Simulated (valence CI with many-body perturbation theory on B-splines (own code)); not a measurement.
# Level structure of Os⁶¹⁺

Calculated by valence CI with perturbative core correlation (CI+MBPT): five valence electrons over a frozen Dirac-Fock core [Ne], radial functions for each j: 9 s, 9 p, 8 d, 6 f, 3 g, 1 h, with the one-electron correlation potential Σ1, the two-electron term Σ2, the three-electron term Σ3, Breit, model QED; selected CI, second order for the rest (own B-spline code, finite nucleus).

No measured spectrum was set against this ion. As an estimate, large intervals hold to a few tenths of a per cent, small ones and those within an open d or f shell to about a per cent. Among the levels kept, up to 600 cm⁻¹ of a level comes from second order outside the variational space, and about a tenth of that is noise between levels of different J, which matters for small intervals.

Levels 1 to 45 of 52, with energies above the lowest level, (3s^2 3p1/2^2 3p3/2) J=3/2. "Leading %" is the weight of the configuration and term that name the level; weights of strongly mixed levels are sums over their largest components and can fall short. In the jj column 3d3/2^4 stands for four electrons in 3d with j = 3/2. Lifetimes count E1, E2, E3, M1 and M2 decay at the calculated energies, and are blank where another channel may lead or the interval is too uncertain; long ones can be off by a factor of two.

```tsv
No.	Configuration	Term	J	E (eV)	Leading %	Lifetime	g	Leading jj
1	3s²3p³	²P°	3/2	0.00	48		1.338	3s^2 3p1/2^2 3p3/2 (99 %)
2	3s²3p²3d	²D	3/2	237.69	41	73.9 ps	0.777	3s^2 3p1/2^2 3d3/2 (99 %)
3	3s²3p²3d	²D	5/2	343.52	34	3.65 ps	1.193	3s^2 3p1/2^2 3d5/2 (98 %)
4	3s²3p³	⁴S°	3/2	389.46	55	1.76 ns	1.452	3s^2 3p1/2 3p3/2^2 (99 %)
5	3s²3p³	²D°	5/2	401.59	99	4.47 ns	1.185	3s^2 3p1/2 3p3/2^2 (99 %)
6	3s²3p³	²P°	1/2	417.52	99	2.99 ns	0.646	3s^2 3p1/2 3p3/2^2 (99 %)
7	3s3p⁴	⁴P	5/2	571.54	66	2.33 ps	1.455	3s 3p1/2^2 3p3/2^2 (93 %)
8	3s3p⁴	²P	3/2	601.96	33	916 fs	1.145	3s 3p1/2^2 3p3/2^2 (66 %)
9	3s3p⁴	²S	1/2	604.33	54	1.18 ps	2.029	3s 3p1/2^2 3p3/2^2 (84 %)
10	3s²3p²3d	⁴F	5/2	624.37	47	105 ps	0.955	3s^2 3p1/2 3p3/2 3d3/2 (98 %)
11	3s²3p²3d	⁴D	1/2	627.85	80	81.0 ps	0.217	3s^2 3p1/2 3p3/2 3d3/2 (99 %)
12	3s²3p²3d	⁴F	3/2	628.21	32	2.81 ps	0.901	3s^2 3p1/2 3p3/2 3d3/2 (91 %)
13	3s²3p²3d	²G	7/2	637.08	53	673 ps	1.017	3s^2 3p1/2 3p3/2 3d3/2 (98 %)
14	3s²3p²3d	²D	5/2	667.95	36	260 fs	1.152	3s^2 3p1/2 3p3/2 3d3/2 (94 %)
15	3s²3p²3d	²P	1/2	678.82	38	193 fs	1.660	3s^2 3p1/2 3p3/2 3d3/2 (87 %)
16	3s²3p²3d	²D	3/2	679.79	26	135 fs	1.213	3s^2 3p1/2 3p3/2 3d3/2 (76 %)
17	3s²3p²3d	⁴D	7/2	716.67	47	673 ps	1.301	3s^2 3p1/2 3p3/2 3d5/2 (100 %)
18	3s²3p²3d	²P	3/2	729.90	46	4.18 ps	1.328	3s^2 3p1/2 3p3/2 3d5/2 (97 %)
19	3s²3p²3d	²G	9/2	730.00	63	95.0 ns	1.179	3s^2 3p1/2 3p3/2 3d5/2 (99 %)
20	3s²3p²3d	²F	5/2	733.49	38	5.04 ps	1.114	3s^2 3p1/2 3p3/2 3d5/2 (98 %)
21	3s²3p²3d	²D	5/2	753.87	41	1.24 ps	1.278	3s^2 3p1/2 3p3/2 3d5/2 (95 %)
22	3s²3p²3d	²F	7/2	755.50	63	1.84 ps	1.123	3s^2 3p1/2 3p3/2 3d5/2 (97 %)
23	3s²3p²3d	²D	3/2	764.47	60	2.42 ps	0.931	3s^2 3p1/2 3p3/2 3d5/2 (98 %)
24	3s²3p²3d	²P	1/2	768.41	55	1.72 ps	1.223	3s^2 3p1/2 3p3/2 3d5/2 (96 %)
25	3s3p³3d	⁴D°	5/2	804.95	29	21.3 ps	1.253	3s 3p1/2^2 3p3/2 3d3/2 (96 %)
26	3s3p³3d	⁴D°	3/2	807.04	24	9.93 ps	1.259	3s 3p1/2^2 3p3/2 3d3/2 (91 %)
27	3s²3p³	²P°	3/2	808.88	48	50.1 ps	1.288	3s^2 3p3/2^3 (92 %)
28	3s3p³3d	⁴P°	1/2	809.53	46	21.5 ps	2.352	3s 3p1/2^2 3p3/2 3d3/2 (97 %)
29	3s3p³3d	⁴F°	7/2	816.10	23	20.0 ps	1.238	3s 3p1/2^2 3p3/2 3d3/2 (94 %)
30	3s3p³3d	²D°	3/2	835.09	28	1.22 ps	1.007	3s 3p1/2^2 3p3/2 3d3/2 (83 %)
31	3s3p³3d	²F°	5/2	845.94	21	707 fs	0.869	3s 3p1/2^2 3p3/2 3d3/2 (76 %)
32	3s3p³3d	⁴D°	1/2	850.72	42	590 fs	0.553	3s 3p1/2^2 3p3/2 3d3/2 (87 %)
33	3s²3p3d²	⁴G°	5/2	877.04	40	388 fs	0.788	3s^2 3p1/2 3d3/2^2 (76 %)
34	3s3p³3d	⁴F°	9/2	897.59	49	24.5 ps	1.341	3s 3p1/2^2 3p3/2 3d5/2 (98 %)
35	3s3p³3d	⁴D°	5/2	915.11	30	2.03 ps	1.371	3s 3p1/2^2 3p3/2 3d5/2 (96 %)
36	3s²3p3d²	²P°	1/2	920.80	39	205 fs	0.633	3s^2 3p1/2 3d3/2^2 (86 %)
37	3s²3p3d²	²D°	3/2	921.68	23	242 fs	0.944	3s^2 3p1/2 3d3/2^2 (52 %)
38	3s3p³3d	⁴D°	7/2	922.71	31	2.50 ps	1.262	3s 3p1/2^2 3p3/2 3d5/2 (91 %)
39	3s²3p3d²	⁴F°	3/2	928.80	16	240 fs	0.965	3s 3p1/2^2 3p3/2 3d5/2 (49 %)
40	3s3p³3d	²F°	7/2	940.25	28	676 fs	1.176	3s 3p1/2^2 3p3/2 3d5/2 (88 %)
41	3s3p³3d	²P°	1/2	949.77	47	2.40 ps	0.676	3s 3p1/2^2 3p3/2 3d5/2 (96 %)
42	3s3p³3d	²F°	5/2	954.75	20	814 fs	1.095	3s 3p1/2^2 3p3/2 3d5/2 (79 %)
43	3s3p³3d	²P°	3/2	956.94	26	719 fs	1.353	3s 3p1/2^2 3p3/2 3d5/2 (84 %)
44	3s²3p3d²	⁴G°	7/2	971.09	54	2.40 ps	1.015	3s^2 3p1/2 3d3/2 3d5/2 (96 %)
45	3s3p⁴	⁴P	3/2	971.67	70	707 fs	1.497	3s 3p1/2 3p3/2^3 (87 %)
```

Where two levels of one J and parity lie close, their mixing, g and order are uncertain.

The ionisation energy to 3s²3p² ³P0 of the next ion comes out as 6505.6 eV (NIST: 6503 ± 12 eV (theoretical)). All 52 levels together are meant to be complete up to 1014.31 eV.
